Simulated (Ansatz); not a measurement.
Calculated with Ansatz (gas phase, PBE0-D4/def2-TZVP geometries, no zero-point term in ΔE). CCSD(T)/CBS is the MP2 limit (def2-TZVPP, def2-QZVPP) plus CCSD(T) − MP2 in def2-TZVPP, frozen cores. This one scheme is used for every species. Functionals use def2-TZVPP. HSE06 is defined as in plane-wave codes. For Ge outer-core shells are correlated without core-valence functions, which leaves a few kJ/mol of doubt a bond. Scalar relativity is left out up to krypton. One conformer a species, not always the lowest.

`C[NH][GeH2][NH2]` + H–F → `[NH2][GeH2][F]` + CH₃NH₂  (ligand exchange at a Ge–N bond)

```tsv
level	ΔE (kJ/mol)	difference from CCSD(T)/CBS
PBE-D4	-68.6	-7.2
PBE0-D4	-66.5	-5.1
HSE06-D4	-66.3	-4.9
ωB97X-V	-74.8	-13.4
ωB97M-V	-72.6	-11.2
B2PLYP	-75.8	-14.4
PBE-QIDH	-66.2	-4.8
BLYP	-86.1	-24.7
r2SCANh	-74.7	-13.3
CAM-B3LYP	-82.0	-20.6
RPA@PBE/def2-TZVPP	-64.1	-2.7
HF/def2-SVP	-89.9	-28.5
HF/def2-QZVPP	-89.3	-27.9
MP2/def2-QZVPP	-59.5	1.9
SCS-MP2/def2-QZVPP	-66.7	-5.3
HF/CBS(def2)	-89.5	-28.1
CCSD(T)/CBS	-61.4	0
```

(1) What do rigid-rotor, harmonic-oscillator terms from PBE0-D4/def2-TZVP frequencies (298.15 K, 1 bar) make of the CCSD(T)/CBS value? (Estimate.)

Largest T1 diagnostic among the species: 0.011.

## Answers

(1) Ansatz gave: ΔZPE = +7.7 kJ/mol, ΔH = -56.8 kJ/mol, ΔS = 18 J/(mol·K), ΔG = -62.2 kJ/mol.

Leaving LDA and LC-ωPBE aside and taking each functional with its dispersion term where it has one, the values, not all of them listed here, spread over 14.8 kJ/mol, from B97M-V to revPBE-D4. LDA lies +12.1 kJ/mol from PBE without D4. From BLYP to BHLYP (50 % exact exchange), in def2-TZVPP and without D4, ΔE moves by +4.1 kJ/mol. At CCSD(T), def2-SVP lies −14.7 kJ/mol from the extrapolated value and def2-TZVPP −2.1 kJ/mol.

CCSD(T)/CBS has its own doubt, a few kJ/mol and more with outer-core shells, so smaller differences from it don't rank the levels.
